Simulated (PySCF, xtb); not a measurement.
Si(All)(H)2(OH) (C3H8OSi), SMILES O[SiH2]CC=C.

GFN2-xTB (xtb 6.7.1) at its own geometry gives an orbital gap of 4.79 eV and a dipole moment of 0.86 D.

Coordinates come from a PBE0-D3(BJ)/def2-SVP optimisation. Other conformers were not sampled.

**Question.** What does HF/def2-TZVP (PySCF) give? (The exact figures need the calculation; the answer reports its results.)

**Answer.** gap 12.77 eV (levels -9.59 and 3.19 eV), dipole 1.32 D.
